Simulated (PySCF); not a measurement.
W(O)(Cl)4 anion (Cl4OW), SMILES [O]=[W]([Cl])([Cl])([Cl])[Cl] (connectivity only; charge and spin as stated), charge -1, multiplicity 2. Atoms are numbered in the order given.

```xyz
6

W      0.0000     0.0000     0.1971
O      0.0000     0.0000     1.8897
Cl    -1.6252     1.6252    -0.4369
Cl     1.6252    -1.6252    -0.4369
Cl     1.6252     1.6252    -0.4369
Cl    -1.6252    -1.6252    -0.4369
```
Charge -1, spin multiplicity 2.

Geometry optimised at r2SCAN-D4/def2-SVPD. The spin state was assumed, not searched. The isomer is the one that the SMILES or the coordinates give; other isomers of the formula were not compared. The def2 effective core potentials stand for the cores of W; spin–orbit coupling is left out.

Calculation: r2SCAN-D4/def2-SVPD run with PySCF.

Frequencies are harmonic and unscaled.

Modes within 1.5 cm⁻¹ of each other (mostly degenerate sets) share a row, with their intensities summed.

| mode | ν (cm⁻¹) | IR (km/mol) | moving atoms (share of kinetic energy) |
|---|---|---|---|
| 1 | 37 | 0.0 | Cl 100 % |
| 2 | 136 | 2.9 | Cl 64 %, W 33 % |
| 3–4 | 150 | 5.3 | Cl 83 %, W 10 % |
| 5 | 175 | 0.0 | Cl 100 % |
| 6–7 | 231 | 0.0 | O 73 %, Cl 23 % |
| 8 | 286 | 0.0 | Cl 100 % |
| 9–10 | 330 | 263.7 | Cl 65 %, W 30 % |
| 11 | 342 | 7.5 | Cl 94 % |
| 12 | 1021 | 117.0 | O 92 %, W 8 % |
